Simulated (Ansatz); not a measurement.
Cost and result for the atomization energy of `OCC1C[SiH2]1` (13 atoms, 13 bonds).

```xyz
13

O     1.147   -1.760   -1.097
C    -0.027   -0.974   -1.014
C     0.215    0.368   -0.387
C     0.425    0.406    1.146
Si   -1.089    1.285    0.555
H     1.553   -1.767   -0.226
H    -0.380   -0.857   -2.041
H    -0.811   -1.510   -0.458
H     0.924    0.980   -0.941
H     1.278    0.963    1.517
H     0.279   -0.539    1.666
H    -1.111    2.761    0.510
H    -2.404    0.644    0.770
```

Charge 0, multiplicity 1. Geometry: relaxed with PBE0-D4/def2-TZVP. It is one conformer, not always the lowest. Program: Ansatz. All runs use 4 threads of an Arm Neoverse V1 on a shared host. Times are those of one run each, without the atoms' runs, and a repeat can differ threefold. Electronic energies, without spin–orbit coupling; frozen cores. CCSD(T)/CBS adds CCSD(T) − MP2 in def2-TZVPP to the MP2 limit, and its time is that of the two runs behind it. T1 = 0.011. B3LYP takes the VWN-RPA correlation (the form of Gaussian; ORCA's B3LYP/G).

CCSD(T)/CBS is a level of theory with its own doubt, some kJ/mol a heavy atom from the limit and from the frozen cores, so smaller differences don't rank the functionals.

```
                             level  functions  wall time
                BLYP-D4/def2-TZVPP        278      2.4 s
              revPBE-D4/def2-TZVPP        278      2.5 s
               BHLYP-D4/def2-TZVPP        278      3.7 s
           CAM-B3LYP-D4/def2-TZVPP        278      4.2 s
r2SCAN-D4/def2-TZVPP (with forces)        278        6 s
 B3LYP-D4/def2-TZVPP (with forces)        278        6 s
             r2SCANh-D4/def2-TZVPP        278      6.5 s
                  CCSD(T)/def2-SVP        114        7 s
               PBE-QIDH/def2-TZVPP        278      7.5 s
                ωB97X-V/def2-TZVPP        278      8.5 s
                    MP2/def2-QZVPP        538       33 s
                CCSD(T)/def2-TZVPP        278    3.9 min
                 CCSD(T)/CBS(def2)          –    4.5 min
```

(1) What atomization energy does each give, and how far from CCSD(T)/CBS? (Best estimate.)

## Answers

(1) Computed: 
```json
{"level": "BLYP-D4/def2-TZVPP", "atomization (kcal/mol)": "1152.9", "difference from CCSD(T)/CBS": "-6.9", "per bond": "-0.5"}
{"level": "revPBE-D4/def2-TZVPP", "atomization (kcal/mol)": "1154.5", "difference from CCSD(T)/CBS": "-5.3", "per bond": "-0.4"}
{"level": "BHLYP-D4/def2-TZVPP", "atomization (kcal/mol)": "1126.0", "difference from CCSD(T)/CBS": "-33.8", "per bond": "-2.6"}
{"level": "CAM-B3LYP-D4/def2-TZVPP", "atomization (kcal/mol)": "1162.9", "difference from CCSD(T)/CBS": "3.1", "per bond": "0.2"}
{"level": "r2SCAN-D4/def2-TZVPP (with forces)", "atomization (kcal/mol)": "1162.9", "difference from CCSD(T)/CBS": "3.1", "per bond": "0.2"}
{"level": "B3LYP-D4/def2-TZVPP (with forces)", "atomization (kcal/mol)": "1157.1", "difference from CCSD(T)/CBS": "-2.7", "per bond": "-0.2"}
{"level": "r2SCANh-D4/def2-TZVPP", "atomization (kcal/mol)": "1156.7", "difference from CCSD(T)/CBS": "-3.1", "per bond": "-0.2"}
{"level": "CCSD(T)/def2-SVP", "atomization (kcal/mol)": "1100.0", "difference from CCSD(T)/CBS": "-59.8", "per bond": "-4.6"}
{"level": "PBE-QIDH/def2-TZVPP", "atomization (kcal/mol)": "1154.9", "difference from CCSD(T)/CBS": "-4.9", "per bond": "-0.4"}
{"level": "ωB97X-V/def2-TZVPP", "atomization (kcal/mol)": "1163.2", "difference from CCSD(T)/CBS": "3.4", "per bond": "0.3"}
{"level": "MP2/def2-QZVPP", "atomization (kcal/mol)": "1163.8", "difference from CCSD(T)/CBS": "4.0", "per bond": "0.3"}
{"level": "CCSD(T)/def2-TZVPP", "atomization (kcal/mol)": "1130.9", "difference from CCSD(T)/CBS": "-28.9", "per bond": "-2.2"}
{"level": "CCSD(T)/CBS(def2)", "atomization (kcal/mol)": "1159.8", "difference from CCSD(T)/CBS": "0.0", "per bond": "0.0"}
```

From PBE to PBE0 (25 % exact exchange), in def2-TZVPP and without D4, the atomization energy moves by −16.9 kcal/mol: exact exchange takes away binding that semilocal exchange gives to molecules. Leaving LDA and LC-ωPBE aside and taking each functional with its dispersion term where it has one, the values, not all of them listed here, spread over 55.6 kcal/mol, from BHLYP-D4 to PBE-D4. LDA lies +153.0 kcal/mol from PBE without D4, its usual overbinding. At CCSD(T), def2-SVP lies −59.8 kcal/mol from the extrapolated value and def2-TZVPP −28.9 kcal/mol: correlation converges slowly with the basis, and small sets miss more of it in the bonded molecule than in its fragments.
